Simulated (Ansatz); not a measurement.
Calculated with Ansatz (gas phase, PBE0-D4/def2-TZVP geometries, no zero-point term in ΔE). CCSD(T)/CBS adds triple-zeta CCSD(T) − MP2 to the extrapolated MP2 energy (def2 sets, frozen cores). One conformer a species, not always the lowest.

Reaction (redistribution): `CC(C)[NH][AlH][Cl]` + `C[SiH](C)[AlH2]` → `C[SiH](C)[AlH][Cl]` + `CC(C)[NH][AlH2]`

```tsv
species	CCSD(T)/CBS(def2) energy (Eh)
`CC(C)[NH][AlH][Cl]`	-876.18287
`C[SiH](C)[AlH2]`	-612.61135
`C[SiH](C)[AlH][Cl]`	-1071.87757
`CC(C)[NH][AlH2]`	-416.91948
```

Work out ΔE.

ΔE = (-1071.87757) + (-416.91948) − (-876.18287) − (-612.61135) = -0.00283 Eh = -7.4 kJ/mol.

Largest T1 diagnostic among the species: 0.011.

In def2-TZVPP, CCSD(T) changes the Hartree–Fock value by −3.2 kJ/mol (the triples alone add −0.9 kJ/mol) and MP2 by −4.1 kJ/mol.
